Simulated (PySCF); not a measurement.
## Exercise with solution: oscillator strength and radiative lifetime

B(H)(OH)(NMe2) (C₂H₈BNO), SMILES CN(C)BO.

Coordinates come from a TPSSh-D3(BJ)/def2-SVP optimisation. This is a generated structure with no PubChem entry under its InChIKey; it may be hypothetical. One conformer was computed; it need not be the lowest.

TDDFT-PBE/def2-SVPD run with PySCF puts the first singlet state with f over 0.02 at 6.57 eV (vertical), with the transition dipole (-0.490, -0.990, 0.000) in atomic units.

Find the oscillator strength, the wavelength and the radiative lifetime that this transition would have in vacuum if emission retraced absorption.


|μ|² = 1.2202 au, so |μ| = 2.81 D. ΔE = 6.57/27.211 = 0.2414 hartree. f = (2/3) ΔE |μ|² = 0.196 (the program prints 0.196).
λ = 1239.84/6.57 = 189 nm; ν = 52991 cm⁻¹.
Einstein's coefficient A = 0.6670 ν² f s⁻¹ (ν in cm⁻¹) = 3.7e8 s⁻¹, so τ = 1/A = 2.7 ns. This state is S3; the lower singlets have f = 0.007, 0.009. The figure is the radiative limit of this one transition; relaxation, internal conversion, crossing to triplets and a medium change what is measured.
